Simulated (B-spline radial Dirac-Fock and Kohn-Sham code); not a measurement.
## Satellites and hypersatellites of the K lines of In⁶⁺

System: In⁶⁺ in the configuration [Kr] 4d7.

Method: multi-electron Dirac-Fock with separately optimised hole states, Breit and Lamb-shift corrections added in first order. Computed with an atomic code on a B-spline grid. Each two-hole energy is an average over J within one jj subconfiguration, not an observable level; in light atoms, where LS coupling holds, the j-resolved values are not observed lines, and for a K spectator the Kα1 hypersatellite is nearly forbidden. The model has no electron correlation.

Lines without a spectator: Kα2 (K-L2) 23999.7 eV, Kα1 (K-L3) 24207.7 eV, Kβ3 (K-M2) 27234.9 eV, Kβ1 (K-M3) 27273.4 eV. Shifts in eV with one spectator hole (a dash: not computed, or left out as unreliable):

```csv
spectator hole,Kα2,Kα1,Kβ3,Kβ1
K (1s),+562.5,+579.7,+717.6,+721.2
L2 (2p1/2),+61.8,+77.9,–,+165.4
L3 (2p3/2),+60.7,+60.9,+146.9,–
M2 (3p1/2),–,+8.97,+20.48,+24.81
M3 (3p3/2),+6.67,–,+21.17,+20.63
M5 (3d5/2),-1.82,+0.07,–,–
```

With n spectator holes in 2p, averaged over the 2p shell (energies in eV):

```tsv
n	KαLⁿ	step	hypersatellite KαʰLⁿ
0	24138.3	–	24712.2
1	24203.8	+65.5	24779.2
2	24270.5	+66.7	24847.4
3	24338.5	+68.0	24916.9
4	24407.8	+69.3	24987.6
5	24478.5	+70.6	25059.7
```

Run: 38 s of CPU time on 1 thread of Intel(R) Xeon(R) Platinum 8375C CPU @ 2.90GHz (shared host), peak memory 0.43 GiB.
